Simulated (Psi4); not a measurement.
C3H9O (SMILES CC[OH+]C), charge +1, singlet, geometry from GFN2-xTB. Base run: CCSD(T)/3-21G in Psi4.

Input for Psi4:
```
memory 2 GB

molecule {
1 1
O     0.05586026   -0.68329506    0.10783272
C    -0.01267142    0.78735284    0.04115579
C     1.38355249   -1.24026318   -0.03569941
C    -1.46605047    1.19333821   -0.02607106
H     0.46194579    1.14755225    0.95586541
H     0.54921487    1.13949274   -0.82841198
H     1.30407869   -2.32340103    0.04514691
H     1.83952611   -0.96559385   -0.98766160
H     1.99255470   -0.86591714    0.78630868
H    -1.93476522    0.85317512   -0.94730704
H    -2.01811662    0.80424113    0.82553218
H    -1.53452893    2.27727882   -0.00067742
H    -0.53577495   -1.04303488   -0.58776898
}

set {
  basis 3-21g
}

energy('ccsd(t)')
print_variables()
```

Each row names what was changed in the base input (with any setting that the change needs).

```
change                          ΔE vs base (kcal/mol)  MP2 correlation (Eh)  basis functions  core-seconds (rough)
------------------------------  ---------------------  --------------------  ---------------  --------------------
base                                            0.000              -0.39595               54                    20
method = dlpno-mp2                              34.32              -0.39573               54                     6
method = cepa(1)                                 5.45              -0.39595               54                     8
method = ccsd                                    5.86              -0.39595               54                    10
method = qcisd(t)                              -0.225              -0.39595               54                    10
method = scs-mp2                                29.78              -0.39595               54                     5
method = mp2                                    34.25              -0.39584               54                     5
method = mp4                                     2.36              -0.39595               54                     9
scf_type = pk; mp2_type = conv                  0.000              -0.39595               54                    20
method = lccd                                    4.34              -0.39595               54                     8
```
